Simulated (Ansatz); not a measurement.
**H₂S ··· GeH₄**

The pair of H₂S (SMILES S, atoms 1–3) and GeH₄ (SMILES [GeH4], atoms 4–8), both closed shells, in one local arrangement (a lower one may exist), relaxed at PBE0-D4/def2-TZVP:

| atom | x (Å) | y (Å) | z (Å) |
| --- | --- | --- | --- |
| S1 | 0.5467 | -0.0661 | -2.4072 |
| H2 | -0.3374 | -1.0743 | -2.3682 |
| H3 | -0.4255 | 0.8582 | -2.4138 |
| Ge4 | 0.0478 | 0.0562 | 1.4320 |
| H5 | 1.4896 | -0.4002 | 1.1853 |
| H6 | -0.2186 | 0.1105 | 2.9455 |
| H7 | -0.9316 | -0.9366 | 0.7912 |
| H8 | -0.1710 | 1.4523 | 0.8352 |

Ansatz 0.2.0; basis: def2-TZVPPD, with def2-QZVPPD for the basis limit; cores frozen in the correlated methods. Filled d shells of the heavier atoms are correlated. The def2 sets are not built for correlating such inner shells, so the correlated values are less sure here. B3LYP uses VWN-RPA correlation. Extrapolation: Hartree–Fock as exp(−7.88 √X), correlation as X^−2.97. Interaction energies count from these two fragments, frozen as in the pair, with the counterpoise correction; negative means bound.

Task: What is the interaction energy by CCSD(T) at an estimated basis limit (MP2 extrapolated from triple and quadruple zeta, plus CCSD(T) − MP2 in triple zeta)? (Judge from chemistry; the value comes from the calculation.)

Result: By the calculation: -1.10 kcal/mol. Hartree–Fock alone gives 0.61 kcal/mol at the basis limit, so without correlation the pair would not bind at this distance. It counts from the two fragments frozen as in the pair.

The same quantity by other methods in triple zeta, and each one's difference from that estimate:
```csv
method,E_int (kcal/mol),difference
PBE-D4,-1.36,-0.26
revPBE-D4,-0.99,0.11
BLYP-D4,-0.94,0.15
r2SCAN-D4,-1.02,0.08
B97M-V,-1.26,-0.16
PBE0-D4,-1.28,-0.19
B3LYP-D4,-1.10,-0.01
HSE06-D4,-1.29,-0.19
wB97X-V,-1.17,-0.07
wB97M-V,-1.20,-0.11
B2PLYP,-0.14,0.95
HF,0.59,1.69
MP2,-0.94,0.16
CCSD,-0.62,0.48
CCSD(T),-0.84,0.26
```
Differences are method less estimate.

Task: Which atoms make the shortest contact between the fragments?

Result: H2 and H7, 3.22 Å apart.

Basis-set superposition shift (counterpoise-corrected less uncorrected): CCSD(T) 0.48; MP2 0.49; HF 0.11; PBE0-D4 0.08; wB97M-V 0.11 kcal/mol.

No T1 diagnostic of these runs exceeds 0.012.

For scale, one of the runs: CCSD(T)/def2-TZVPPD, 207 basis functions, launched by `ansatz run in.yaml --threads 4 --pin off --events-out ev --progress --plain --max-ram 9574MiB`. The run took 13 s on 4 CPU threads of an Intel Xeon 6975P-C (shared host), with 2.7 GiB of host memory at its peak.
